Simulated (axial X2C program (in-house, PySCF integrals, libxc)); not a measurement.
## Worked dissociation energy of BiS⁻: PBE0, with spin–orbit coupling

Computed with an in-house all-electron X2C program for linear molecules (integrals from PySCF). Two-component (2c) means X2C with spin–orbit coupling and atomic mean-field two-electron Coulomb and Gaunt terms. Basis: Bi dyall-acv3z [13s15p11d7f1g], S dyall-av3z [9s8p3d2f] (cores contracted in-house); Gaussian nuclei, density fitting, unrestricted open shells. Masses: Bi 208.980 u, S 31.972 u.

Molecular state: Ω = 0 (closed shell).

```
E(Bi) (2M_J = 3) : -21542.961223 hartree
E(S-) (2M_J = 1) : -399.093541 hartree
E(BiS⁻) at Re    : -21942.155228 hartree
ωe               : 357.1 cm⁻¹
ωexe             : 1.05 cm⁻¹
```

(1) Work out De and D0.

One determinant describes the state; a PBE0 search over occupations chose it and may have missed a lower one. Closed shells are restricted here (equal orbitals for both partners); the stretched side of such a curve lies too high. Dissociation energies refer to the lowest single-determinant-based atoms at the same level and basis. The 2c atoms are single determinants rather than J levels; their spin–orbit lowering is only partly caught, and De is too large by that part. This holds for PBE0. PBE0 can misorder states that lie within some tenths of an eV, so this need not be the ground state of the molecule. The nearest other 2c determinant of the search, Ω = 1, lies 0.26 eV up at the distance of the search. Without a current term, density functionals place determinants with orbital angular momentum somewhat too high. The 2c closed shell (π1/2)² is the Ω = 0⁺ component of the spin-free π² triplet, mixed with the ¹Σ⁺ state; no single spin-free determinant represents it. The highest occupied level of some functionals is positive through self-interaction error; at Hartree–Fock it is bound.

Each atomic determinant is the lowest at this level and need not be a pure J level. Totals compare only within one Hamiltonian and basis.

## Answers

(1) De = -21542.961223 + (-399.093541) − (-21942.155228) = 0.10046 hartree = 2.734 eV. The zero-point energy is ωe/2 − ωexe/4 = 178 cm⁻¹ = 0.022 eV, so D0 = 2.712 eV.
